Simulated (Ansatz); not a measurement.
`C[N](C)[Zn][F]` + HBr → `C[N](C)[Zn][Br]` + H–F at 700 K and 1 bar (ligand exchange at a Zn–F bond).

Program: Ansatz. Geometries: PBE0-D4/def2-TZVP. ΔE: electronic, gas phase. CCSD(T)/CBS is the MP2 limit (def2-TZVPP, def2-QZVPP) plus CCSD(T) − MP2 in def2-TZVPP, frozen cores. This one scheme is used for every species. For Br, Zn outer-core shells are correlated without core-valence functions, which leaves a few kJ/mol of doubt a bond. Scalar relativity is left out up to krypton. Each species was taken in one conformer, which may not be the lowest.

| species | CCSD(T)/CBS energy (Eh) | H − E (kJ/mol) | S (J/(mol·K)) |
| --- | --- | --- | --- |
| `C[N](C)[Zn][F]` | -2012.61126 | 295.0 | 476.2 |
| HBr | -2573.91920 | 36.5 | 223.7 |
| `C[N](C)[Zn][Br]` | -4486.16677 | 294.1 | 493.7 |
| H–F | -100.39570 | 45.2 | 198.5 |

H − E and S are ideal-gas, rigid-rotor, harmonic terms from PBE0-D4/def2-TZVP, for one conformer and one mirror image of each species. 1 Eh = 2625.50 kJ/mol, R = 8.31446 J/(mol·K).

Question: By hand: ΔE, ΔH, ΔS and ΔG.

Answer: ΔE = (-4486.16677) + (-100.39570) − (-2012.61126) − (-2573.91920) = -0.03201 Eh = -84.0 kJ/mol. Δ(H − E) = 294.1 + 45.2 − 295.0 − 36.5 = 7.8, so ΔH = -76.2 kJ/mol. ΔS = 493.7 + 198.5 − 476.2 − 223.7 = -7.7 J/(mol·K). ΔG = -76.2 − 700 × (-7.7)/1000 = -70.8 kJ/mol.

Question: By hand: the equilibrium constant, and the temperature at which ΔG would vanish if ΔH and ΔS stayed fixed.

Answer: log₁₀ K = −ΔG/(RT ln 10) = 5.3. ΔG = 0 at ΔH/ΔS = 9896 K, far beyond where these terms or the molecules hold.

The number of gas molecules stays the same, so ΔS is small and ΔH decides. A doubt of 5 kJ/mol in ΔE shifts log₁₀ K by 0.4 here. Other conformers and mirror images would add mixing entropy, several J/(mol·K) or more a flexible species. Modes under 60 cm⁻¹, often nearly free rotors, make the harmonic entropy too high. These are equilibria of isolated gas molecules and say nothing of rates. Largest T1 diagnostic: 0.015 (customary marks: 0.02 for closed shells, 0.045 for open ones).
